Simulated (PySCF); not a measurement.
[CrI5]3-: Cr(II) (d4), charge -3. The structure is a model geometry with rigid ligands and bond lengths from ionic radii, not a minimum; coordination square pyramidal, point group C4v, metal–donor distances 2.80 Å.

```
6

Cr    0.000    0.000    0.000
I     0.000    0.000    2.800
I     2.757    0.000   -0.486
I    -2.757    0.000   -0.486
I     0.000    2.757   -0.486
I     0.000   -2.757   -0.486
```

Method (PySCF 2.14, density fitting): CASSCF(4,5) with orbitals averaged over all microstates of the shell, strongly contracted NEVPT2 on the averaged canonical orbitals; basis x2c-TZVPall on the metal, x2c-SVPall elsewhere; spin-free X2C; IEF-PCM water; spin-orbit coupling by state interaction with the mean-field operator over all roots.

**Question.** Which term lies lowest, and with what spin?

**Answer.** 5B1 (S = 2, orbital degeneracy 1), orbital occupations from the lowest 1.0 1.0 1.0 1.0 0.0, by NEVPT2.

**Question.** Where do the spin-allowed transitions within the shell lie?

**Answer.** By NEVPT2: 5A1 at 5677 cm⁻¹; 5B2 at 8078 cm⁻¹ (1238 nm); 5E at 8231 cm⁻¹ (1215 nm). The strongest, at 8231 cm⁻¹, has f = 7.1e-05.

**Question.** Which is the lowest state of another spin?

**Answer.** 3A2 at 16572 cm⁻¹ by NEVPT2; CASSCF alone puts it at 18190 cm⁻¹ above the same ground state.

**Question.** What ligand-field parameters describe the result?

**Answer.** At CASSCF level (the NEVPT2 levels don't fit a ligand-field model well): orbital energies 0, 0, 298, 1862, 6246 cm⁻¹; B = 957 cm⁻¹; C = 3558 cm⁻¹; B over its free-ion value at the same level 0.921; rms of the fit 75 cm⁻¹; ζ = 182 cm⁻¹ (free ion 239).

**Question.** What are the magnetic parameters?

**Answer.** The ground multiplet follows a spin Hamiltonian with S = 2, g = 1.967, 1.994, 1.994, D = -1.25 cm⁻¹, E/|D| = 0.00 (spin-orbit part alone); the lowest levels hold 100 % of the spin-free ground state. μeff is 4.89 μB at 300 K and 4.84 μB at 10 K; the spin-only value is 4.90 μB.

The geometry is a model, and the complex may not exist in this form. NEVPT2 lifts 5B2 from 6151 to 8078 cm⁻¹; on the d shell alone such lifts tend to overshoot. Gaps between spin states lean to high spin in this active space.

The job took 76 s on one thread of Arm Neoverse V2 (shared host), with 228 basis functions and a peak of 0.77 GiB, launched as `OMP_NUM_THREADS=1 python lf_run.py task.json out`.
